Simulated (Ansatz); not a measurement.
Consider the atomization: `CB(S)CF` → B• + 2 C• + F• + 6 H• + S•.

Calculated with Ansatz (gas phase, PBE0-D4/def2-TZVP geometries, no zero-point term in ΔE). CBS: MP2 limit from def2 TZ/QZ plus the TZ coupled-cluster correction, frozen cores. This one scheme is used for every species, atoms too. DFT in def2-TZVPP. B3LYP here is the variant with VWN-RPA as its local correlation; programs differ in this. No spin–orbit coupling; open shells (•) take unrestricted orbitals. Spin–orbit coupling would lower the free atoms: a little for B, C, F, S. Each species was taken in one conformer, which may not be the lowest.

`CB(S)CF`:

Z-matrix (Å, degrees):
```
C
B 1 1.557
H 1 1.096 2 109.4
H 1 1.096 2 109.3 3 114.5
H 1 1.090 2 115.0 3 -122.8
S 2 1.792 1 119.2 3 123.0
C 2 1.575 1 121.7 3 -56.9
H 6 1.346 2 99.1 1 179.9
F 7 1.390 2 112.9 1 -0.6
H 7 1.098 2 111.0 1 -121.6
H 7 1.098 2 110.8 1 120.2
```

```json
{"level": "PBE-D4", "ΔE (kcal/mol)": "1014.7", "difference from CCSD(T)/CBS": "26.0"}
{"level": "r2SCAN-D4", "ΔE (kcal/mol)": "998.9", "difference from CCSD(T)/CBS": "10.2"}
{"level": "PBE0-D4", "ΔE (kcal/mol)": "998.7", "difference from CCSD(T)/CBS": "10.0"}
{"level": "B3LYP-D4", "ΔE (kcal/mol)": "992.3", "difference from CCSD(T)/CBS": "3.6"}
{"level": "ωB97X-V", "ΔE (kcal/mol)": "994.6", "difference from CCSD(T)/CBS": "5.9"}
{"level": "ωB97M-V", "ΔE (kcal/mol)": "997.0", "difference from CCSD(T)/CBS": "8.3"}
{"level": "B2PLYP", "ΔE (kcal/mol)": "981.7", "difference from CCSD(T)/CBS": "-7.0"}
{"level": "PBE", "ΔE (kcal/mol)": "1009.8", "difference from CCSD(T)/CBS": "21.1"}
{"level": "r2SCAN", "ΔE (kcal/mol)": "997.7", "difference from CCSD(T)/CBS": "9.0"}
{"level": "PBE0", "ΔE (kcal/mol)": "994.6", "difference from CCSD(T)/CBS": "5.9"}
{"level": "B3LYP", "ΔE (kcal/mol)": "984.4", "difference from CCSD(T)/CBS": "-4.3"}
{"level": "HF/def2-TZVPP", "ΔE (kcal/mol)": "742.6", "difference from CCSD(T)/CBS": "-246.1"}
{"level": "MP2/def2-TZVPP", "ΔE (kcal/mol)": "982.3", "difference from CCSD(T)/CBS": "-6.4"}
{"level": "SCS-MP2/def2-TZVPP", "ΔE (kcal/mol)": "974.9", "difference from CCSD(T)/CBS": "-13.8"}
{"level": "CCSD/def2-TZVPP", "ΔE (kcal/mol)": "952.2", "difference from CCSD(T)/CBS": "-36.5"}
{"level": "CCSD(T)/def2-TZVPP", "ΔE (kcal/mol)": "965.9", "difference from CCSD(T)/CBS": "-22.8"}
{"level": "HF/def2-QZVPP", "ΔE (kcal/mol)": "743.2", "difference from CCSD(T)/CBS": "-245.5"}
{"level": "MP2/def2-QZVPP", "ΔE (kcal/mol)": "995.6", "difference from CCSD(T)/CBS": "6.9"}
{"level": "SCS-MP2/def2-QZVPP", "ΔE (kcal/mol)": "989.6", "difference from CCSD(T)/CBS": "0.9"}
{"level": "HF/CBS(def2)", "ΔE (kcal/mol)": "743.3", "difference from CCSD(T)/CBS": "-245.4"}
{"level": "MP2/CBS(def2)", "ΔE (kcal/mol)": "1005.1", "difference from CCSD(T)/CBS": "16.4"}
{"level": "CCSD/CBS(def2)", "ΔE (kcal/mol)": "975.0", "difference from CCSD(T)/CBS": "-13.7"}
{"level": "CCSD(T)/CBS", "ΔE (kcal/mol)": "988.7", "difference from CCSD(T)/CBS": "0"}
```

Largest T1 diagnostic among the species: 0.014.

The D4 term adds +8.0 kcal/mol with B3LYP and +4.2 kcal/mol with PBE0; it sums over pairs of atoms, weighted by their polarisabilities, and B3LYP, whose exchange is more repulsive, gets the larger term. From PBE to PBE0 (25 % exact exchange), in def2-TZVPP and without D4, ΔE moves by −15.2 kcal/mol: exact exchange takes away binding that semilocal exchange gives to molecules. In def2-TZVPP, CCSD(T) changes the Hartree–Fock value by +223.3 kcal/mol (the triples alone add +13.7 kcal/mol) and MP2 by +239.7 kcal/mol; breaking electron pairs costs correlation energy, which Hartree–Fock lacks.

For atomizations the MP2-based limit and the directly extrapolated one differ by several kJ/mol either way, and by 10 to 25 for some Ge, Se and Sn compounds, so smaller differences from it don't rank the levels.
